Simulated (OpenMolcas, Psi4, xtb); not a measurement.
# InH2OF (SMILES [OH][InH][F]): methods side by side

InH2OF has 5 atoms, charge 0, and is taken as a singlet. SMILES: `[OH][InH][F]`. The shape is that of a PBE0-D4/def2-TZVP optimisation. This is a higher conformer, about 10 kJ/mol above the lowest found by a separate search.

Each level gives the HOMO–LUMO gap (eV). The values are calculated.

```tsv
level	kind	program	value (eV)	CPU time
GFN0-xTB	semi-empirical	xtb	3.84	under 2 s
HF/def2-SVP (core potential)	Hartree–Fock	Psi4	13.73	10 s
SVWN5/def2-SVP (core potential)	LDA	Psi4	4.81	12 s
BLYP/def2-SVP (core potential)	GGA	Psi4	4.72	21 s
r2SCAN/def2-SVP (core potential)	meta-GGA	OpenMolcas	5.51	17 s
TPSSh/def2-SVP (core potential)	hybrid meta-GGA	Psi4	6.12	32 s
wB97X-D/def2-SVP (density fitting, core potential)	range-separated hybrid	Psi4	10.98	6 s
B2PLYP/def2-SVP (core potential)	double hybrid	OpenMolcas	9.82	8.2 s
```

The values span 3.84 to 13.73 eV. Orbital gaps aren't excitation energies, and those of double hybrids come from the SCF part alone; they tend to grow with the share of exact exchange. CPU times are rough (shared hosts, several kinds of processor and program).
